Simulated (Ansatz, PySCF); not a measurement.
Gas-phase reaction in SMILES: FC(F)Cl → F[CH]F + Cl atom (the C-Cl bond at the site shown breaks; other sites are not compared here)
Geometries: B3LYP-D3(BJ)/def2-TZVP minima from Ansatz (a program for electronic structure).

Wanted: bond dissociation energy (enthalpy at 298 K, with B3LYP-D3(BJ) rigid-rotor harmonic-oscillator terms from PySCF), in kcal/mol. Cores are frozen in the correlated levels unless marked. UHF or UKS for open shells. Spin-orbit coupling is left out. Non-relativistic. CBS(X,Y): correlation extrapolated as X^-3; Hartree-Fock from the larger set. [CCSD(T)-MP2]/basis is that difference in the basis named.

Level to compare with: RI-MP2/CBS(aug-cc-pV(T+d)Z,aug-cc-pV(Q+d)Z)+[CCSD(T)-MP2]/aug-cc-pV(T+d)Z (Ansatz), 87.6 kcal/mol. It is a level with limits of its own, and the differences hold the functionals' basis error too.

Problem. Rank these functionals by how close they come to RI-MP2/CBS(aug-cc-pV(T+d)Z,aug-cc-pV(Q+d)Z)+[CCSD(T)-MP2]/aug-cc-pV(T+d)Z, closest first: SVWN5/def2-TZVPD (Ansatz); BHLYP/def2-TZVPD (Ansatz); wB97X-V/def2-TZVPD (Ansatz).

Solution. wB97X-V/def2-TZVPD (range-separated hybrid with VV10, 86.2 kcal/mol, difference -1.4), BHLYP/def2-TZVPD (global hybrid, 76.6 kcal/mol, difference -11.0), SVWN5/def2-TZVPD (LDA, 104.7 kcal/mol, difference 17.1)
